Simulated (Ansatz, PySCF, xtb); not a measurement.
Complex: CH2O (SMILES C=O) (first 4 atoms) with H2 (SMILES [H][H]); geometry from B3LYP-D3(BJ)/def2-TZVP, rigid monomers moved along the line of their centres of mass till C1···H5 is 2.79 Å.
(charge 0, multiplicity 1):
```xyz
6

C     -0.35074    -0.50689     0.04175
O      0.32919     0.24202    -0.60193
H     -1.40292    -0.27409     0.29597
H      0.03506    -1.47354     0.41948
H      0.14190     0.35308     2.65015
H     -0.29910    -0.14290     2.98729
```

Interaction energies are E(AB) − E(A) − E(B) at the monomers' geometry in the complex; basis-set methods are counterpoise corrected.

Run with Ansatz (Gaussian basis) for Hartree–Fock, density functionals and correlated methods; PySCF for the dispersion terms; xtb for the GFN methods. Values without a source in brackets are computed.

One of these levels gives -0.42 kcal/mol for the interaction energy. Which one is it?
A) HF/aug-cc-pVTZ
B) GFN1-xTB
C) PBE-D4/def2-TZVPPD

C, PBE-D4/def2-TZVPPD. The others give 0.10 (GFN1-xTB), 0.56 (HF/aug-cc-pVTZ)

Ansatz is a program for electronic structure.
